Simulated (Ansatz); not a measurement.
One change: `CB(N)P` becomes `CB(N)[TeH]`.

Ansatz, PBE0-D4/def2-TZVP geometries, multiplicity 1. Each molecule was computed in one conformer, which needn't be the lowest.

Elements past krypton have def2 core potentials.

```csv
property,`CB(N)P`
HOMO energy (PBE/def2-TZVPP) / eV,-5.76
LUMO energy (PBE0/def2-TZVPP) / eV,0.33
HOMO–LUMO gap (ωB97M-V/def2-TZVPP) / eV,10.92
HOMO–LUMO gap (PBE/def2-TZVPP) / eV,5.15
LUMO energy (B3LYP/def2-TZVPP) / eV,0.08
HOMO energy (ωB97M-V/def2-TZVPP) / eV,-9.03
```

Question: What does the change do to each property? (Estimate.)

Answer: The calculation gave: 
```
                               property  `CB(N)[TeH]`  shift
      HOMO energy (PBE/def2-TZVPP) / eV         -5.13   0.63
     LUMO energy (PBE0/def2-TZVPP) / eV         -0.12  -0.45
HOMO–LUMO gap (ωB97M-V/def2-TZVPP) / eV          9.82  -1.10
    HOMO–LUMO gap (PBE/def2-TZVPP) / eV          4.18  -0.97
    LUMO energy (B3LYP/def2-TZVPP) / eV         -0.37  -0.45
  HOMO energy (ωB97M-V/def2-TZVPP) / eV         -8.21   0.82
```

With PBE0 the HOMO rises by 0.75 eV and the LUMO falls by 0.45 eV, so the gap narrows by about 1.20 eV. PBE moves the HOMO by 0.63 eV and ωB97M-V by 0.82 eV.

B3LYP here is the variant with VWN-RPA as its local correlation; programs differ in this.

Spin–orbit coupling is left out; it splits and shifts lone-pair levels of the heavy atoms by tenths of an eV.
